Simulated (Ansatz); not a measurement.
System: GaF, net charge 0, triplet state. This is an excited triplet: at this geometry the singlet lies 3.72 eV lower at CCSD(T)/CBS(aug-cc-pVTZ,aug-cc-pVQZ). 
Coordinates optimised at B3LYP-D3(BJ)/def2-TZVP (Ansatz, a quantum-chemistry and plane-wave program):
```xyz
2

Ga     0.0000     0.0000    -0.4008
F      0.0000     0.0000     1.3806
```
Charge 0, spin multiplicity 3.

Basis-set convergence of Hartree-Fock and CCSD correlation energies (hartree) with Ansatz. Correlated levels leave the core frozen unless marked. Open shells are spin-unrestricted. No spin-orbit coupling. The frozen core is the preceding noble-gas configuration, with the filled d and f shells of earlier blocks. No relativistic terms.

```json
[
 {"basis": "def2-SVP", "functions": "46", "E(HF)": "-2022.30203", "E(corr, CCSD)": "-0.21983"},
 {"basis": "def2-TZVPP", "functions": "79", "E(HF)": "-2022.68245", "E(corr, CCSD)": "-0.28804"},
 {"basis": "def2-QZVPP", "functions": "146", "E(HF)": "-2022.72883", "E(corr, CCSD)": "-0.31279"}
]
```

Extrapolating the two largest sets (X = 3 and 4) as X^-3: E(corr) = (64·(-0.31279) - 27·(-0.28804))/37 = -0.3309 Eh, an estimate of the basis-set limit. The largest set recovers 94.5 % of it, the smallest 66.4 %.
